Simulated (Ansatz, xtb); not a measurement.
**Relative energy of two isomers of C7H5ClO2**

We compare X, `O=C(O)c1cccc(Cl)c1`, a singlet, with Y, `O=C(O)c1ccc(Cl)cc1`, a singlet. Both are isolated molecules in the gas phase, relaxed with PBE-D3(BJ)/def2-SVP; the shapes shown needn't be the lowest conformers.

X (Å):

```xyz
15

C     0.5858    2.1036   -0.0642
C     0.4645    0.6756    0.3596
C     0.9402   -0.3892   -0.4314
C     0.7955   -1.7068    0.0240
C     0.1825   -1.9727    1.2576
C    -0.2882   -0.9013    2.0380
C    -0.1524    0.4213    1.5995
Cl   -1.0510   -1.2276    3.5724
O     0.1902    3.0566    0.5849
O     1.1937    2.2419   -1.2712
H     1.2148    3.2086   -1.4387
H     1.4190   -0.1746   -1.3961
H     1.1640   -2.5443   -0.5871
H     0.0645   -3.0025    1.6232
H    -0.5162    1.2659    2.2006
```

Y (Å):

| atom | x (Å) | y (Å) | z (Å) |
| --- | --- | --- | --- |
| C | -0.5985 | 1.5504 | -0.6551 |
| C | 0.0901 | 0.5407 | 0.1979 |
| C | 0.8858 | -0.4902 | -0.3424 |
| C | 1.5127 | -1.4153 | 0.4997 |
| C | 1.3397 | -1.3055 | 1.8907 |
| C | 0.5491 | -0.2831 | 2.4463 |
| C | -0.0717 | 0.6349 | 1.5948 |
| Cl | 2.1173 | -2.4544 | 2.9433 |
| O | -1.2961 | 2.4578 | -0.2331 |
| O | -0.3701 | 1.3617 | -1.9821 |
| H | -0.8683 | 2.0775 | -2.4314 |
| H | 1.0108 | -0.5623 | -1.4317 |
| H | 2.1354 | -2.2232 | 0.0912 |
| H | 0.4297 | -0.2187 | 3.5367 |
| H | -0.6977 | 1.4464 | 1.9943 |

Quicker runs give these differences E(Y) − E(X): GFN2-xTB −0.027 eV; HF/STO-3G −0.010 eV (at GFN2-xTB geometries); r2SCAN-D4/def2-SVP −0.032 eV (at GFN2-xTB geometries).

Task: Estimate E(Y) − E(X) at the level CCSD(T)/def2-SVP + ΔMP2/def2-TZVPP.

Result: Too close to call at this level: CCSD(T)/def2-SVP + ΔMP2/def2-TZVPP gives E(Y) − E(X) = −0.020 eV.

How the difference moves with the method:

```
                             level             geometry  E(Y) − E(X) (eV)  departure from the last row (eV)  job, with rough time for the two
                          GFN2-xTB             GFN2-xTB              −0.027                            −0.007               optimisation, 0.1 s
                         HF/STO-3G             GFN2-xTB              −0.010                            +0.011              single point, 0.36 s
                r2SCAN-D4/def2-SVP             GFN2-xTB              −0.032                            −0.012               single point, 2.3 s
               PBE-D3(BJ)/def2-SVP  PBE-D3(BJ)/def2-SVP              −0.029                            −0.009                optimisation, 11 s
                       HF/def2-SVP  PBE-D3(BJ)/def2-SVP              −0.028                            −0.007           part of the CCSD(T) run
                      MP2/def2-SVP  PBE-D3(BJ)/def2-SVP              −0.020                             0.000           part of the CCSD(T) run
                  CCSD(T)/def2-SVP  PBE-D3(BJ)/def2-SVP              −0.017                            +0.003                      single point
CCSD(T)/def2-SVP + ΔMP2/def2-TZVPP  PBE-D3(BJ)/def2-SVP              −0.020                                                  single point, 64 s
```

As drawn, both hold the same kinds of bond in the same numbers.

The largest departure from CCSD(T)/def2-SVP + ΔMP2/def2-TZVPP is that of r2SCAN-D4/def2-SVP, 0.012 eV. The last row adds to CCSD(T) the change of the MP2 difference between the two basis sets, here −0.003 eV.

With thermal terms from frequencies at re-optimised GFN2-xTB minima (ideal gas, soft modes damped towards free rotors, one conformer each, 298.15 K, 1 atm): on the last row, ΔE + ΔZPE = −0.020, ΔH = −0.020, ΔG = −0.021 eV.

The correlated steps freeze 14 core orbitals. Codes used: Ansatz 0.2.0, xtb 6.7.1; the last row on 4 threads of AMD EPYC 9R45 (Zen 5) on a shared host.
